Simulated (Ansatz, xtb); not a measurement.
## C3H9NOSi: 7 structures ranked

7 gas-phase structures of C3H9NOSi, from a drawn sample of its isomers (lower ones may exist). Each was relaxed with GFN2-xTB; where two conformers were screened, the lower at r2SCAN-D4/def2-SVP is listed:

A. `N[C@@H]1OC[C@@H]1[SiH3]`, a singlet
B. `N[C@@H]1OC[C@H]1[SiH3]`, a singlet
C. `NC1([SiH3])COC1`, a singlet
D. `N[C@@H]1C[C@H]([SiH3])O1`, a singlet
E. `N[C@@H]1CO[C@@H]1[SiH3]`, a singlet
F. `N[C@@H]1C[C@@H]([SiH3])O1`, a singlet
G. `N[C@@H]1CO[C@H]1[SiH3]`, a singlet

Problem. Which do you expect lowest at r2SCAN-D4/def2-SVP, and how would the others follow?

Solution. Calculated order at r2SCAN-D4/def2-SVP: A (0.000), D (0.090), B (0.276), F (0.360), E (0.533), G (0.541), C (0.565) eV. Less than 1 kcal/mol parts E and G; G and C, so the order within those pairs means little.

Energies above the lowest of each column, in eV; the last columns are at B3LYP-D3(BJ)/def2-SVP geometries and were run for some of them only (a dash: not run or not comparable):

| structure | GFN2-xTB | HF/STO-3G | r2SCAN-D4/def2-SVP | B3LYP-D3(BJ)/def2-SVP | CCSD(T)/def2-SVP + ΔMP2/def2-TZVPP |
| --- | --- | --- | --- | --- | --- |
| A | 0.006 | 0.000 | 0.000 | 0.000 | 0.000 |
| D | 0.000 | 0.055 | 0.090 | 0.090 | 0.087 |
| B | 0.191 | 0.194 | 0.276 | 0.272 | 0.213 |
| F | 0.193 | 0.237 | 0.360 | 0.344 | 0.299 |
| E | 0.273 | 0.313 | 0.533 | 0.476 | 0.487 |
| G | 0.268 | 0.289 | 0.541 | – | – |
| C | 0.313 | 0.343 | 0.565 | – | – |

Every level run on A puts it lowest or level with the lowest. Some further structures that were screened fall inside this span and aren't listed. Flexible structures stand in one conformer each, not always the lowest. Frequencies (GFN2-xTB) were run for A, B, D, E, F alone. ΔMP2 is the change of the MP2 energy from the smaller to the larger basis.

Over these structures GFN2-xTB departs from r2SCAN-D4/def2-SVP by 0.089 eV on average once a common shift is removed. A GFN2-xTB relaxation took about 0.31 s and the r2SCAN-D4/def2-SVP energy about 6 s on a shared host (Ansatz 0.2.0, xtb 6.7.1).
